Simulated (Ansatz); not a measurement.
Job for Ansatz (a quantum-chemistry and plane-wave program): U-CCSD(T)/def2-SVP on F2Pb (SMILES [F][Pb][F]), a point of a bond scan (R = 6.578 Å). Elements past Kr take the def2 small-core potentials; no spin–orbit coupling. The run froze 11 orbitals, filled d shells among them.

Ansatz 0.2 input:
```yaml
crystal:
  periodic: [false, false, false]
  atoms:
    - {symbol: Pb, position_ang: [0.02962032, -0.01891666, 0.24316538]}
    - {symbol: F, position_ang: [2.00004963, 4.55474017, -4.05430073]}
    - {symbol: F, position_ang: [-0.91525349, -1.23799932, -1.11571404]}
basis:
  gaussian:
    orbitals: def2-SVP
correlation: {method: ccsd_t, electrons: outside_noble_gas}
scf: {omitted_lower_state_checks: [cluster_reference]}
magnetization: {spin_polarized: true, initial_magnetization: 0}
```

The head of its log:

```
WARN ansatz: RAYON_NUM_THREADS=1 ignored (pool sized by the plan → 1); use --threads N
Functional definition: HF
these checks for a lower state are left out or cut short: cluster_reference
integrals: 0.04 GiB planned
601 factors; integrals over basis functions are off by at most 2.4e-4 eV
mean field: 0.14 GiB planned
mean field evaluation 1: about -10616.7486 eV, gradient 3.6e1 eV
mean field evaluation 2: about -10616.7575 eV, gradient 3.6e1 eV
mean field evaluation 4: about -10615.8782 eV, gradient 4.3e1 eV
mean field evaluation 8: about -10621.3258 eV, gradient 7.6e-1 eV
mean field evaluation 16: about -10624.5495 eV, gradient 1.4e1 eV
mean field evaluation 32: about -10625.7237 eV, gradient 2.8e-10 eV
mean field evaluation 64: about -10625.7240 eV, gradient 2.7e-5 eV
mean field evaluation 96: about -10625.7233 eV, gradient 6.6e-3 eV
mean field evaluation 128: about -10624.1470 eV, gradient 1.6e1 eV
mean field evaluation 160: about -10625.7239 eV, gradient 3.1e-3 eV
mean field evaluation 192: about -10625.7239 eV, gradient 4.0e-3 eV
mean field evaluation 224: about -10625.7240 eV, gradient 1.8e-3 eV
mean field evaluation 256: about -10625.7240 eV, gradient 1.9e-3 eV
mean field evaluation 288: about -10625.7225 eV, gradient 2.3e-1 eV
mean field evaluation 320: about -10625.6847 eV, gradient 1.7e0 eV
mean field evaluation 352: about -10625.7211 eV, gradient 7.4e-2 eV
mean field evaluation 384: about -10621.4761 eV, gradient 1.5e-2 eV
mean field evaluation 416: about -10623.8411 eV, gradient 5.4e0 eV
mean field -10625.72401846 eV, -390.4881553041 hartree, gradient 2.4e-10 eV, S^2 1.010543; 21 other end points of the search recorded, 0 dependent functions left out
11 core orbitals not correlated, not the lowest: weight in the atoms' cores, before any rotation towards them, 0.963 or more for the frozen orbitals, at most 0.040 for the correlated occupied ones
reference -10625.72401846 eV, -390.4881553041 hartree; 9, 9 occupied and 34, 34 virtual orbitals, 601 factors
```

Question: Predict the final total energy.

Answer: -390.8850 hartree (reference determinant -390.4882, T1 diagnostic 0.018). Its determinant has ⟨S²⟩ = 1.01, a mixture of spin states.
